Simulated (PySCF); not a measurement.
Electron correlation in Li- (lithium, charge -1)

[He] 2s2, closed-shell 1S. All numbers are calculated (PySCF 2.14, the spin-free X2C one-electron Hamiltonian (Gaussian nucleus), in dyall-av3z (15s9p3d, 57 functions)). Frozen: 1s2; 2 electrons correlated; the 9 highest virtual orbitals of each spin left out.

With two correlated electrons CCSD is exact within the correlated space (frozen core and kept virtual orbitals).

| level | correlation energy (mhartree) |
| --- | --- |
| CCSD | -27.15 |

Diagnostics: T1 = 0.056, D1 = 0.0796, largest double amplitude 0.105.

T1 exceeds 0.03, a sign that the reference determinant is poor.

Cost of the coupled-cluster step: about 0.4 core-seconds, for 2 correlated electrons.
